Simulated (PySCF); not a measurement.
# Working with the constants of CdN

PBE constants of CdN, ⁴Σ⁻ (quartet), unpaired electrons σ ↑, π ↑↑ (basis Cd def2-SVP with ECP28, N def2-SVP; scalar-relativistic core potentials; PySCF 2.14; masses 113.9034 and 14.0031 u):

```
ωe           : 230.6 cm⁻¹
ωexe         : 5.91 cm⁻¹
Be           : 0.24133 cm⁻¹
αe           : 0.00584 cm⁻¹
De to Cd + N : 0.323 eV
```

(1) What force constant and bond length do these constants imply?

(2) Estimate the centrifugal constant D from the Kratzer relation and find the Dunham coefficient a1.

The bond is weak. Basis-set superposition, not corrected here, can be much of De in a small basis, most of all at correlated wavefunction levels. Functionals without a dispersion term scatter widely for such bonds, and LDA overbinds them. Spin–orbit coupling is left out. The state was picked by a PBE0 search and need not be the measured ground state.

## Answers

(1) Reduced mass μred = 12.470 u; k = 5.8918×10⁻⁷·μred·ωe² (u, cm⁻¹, mdyn/Å) = 0.391 mdyn/Å; Re = √(16.8576/(μred·Be)) (u, cm⁻¹, Å) = 2.367 Å.

(2) D = 4Be³/ωe² = 1.06e-06 cm⁻¹; a1 = −1 − αeωe/(6Be²) = -4.85.
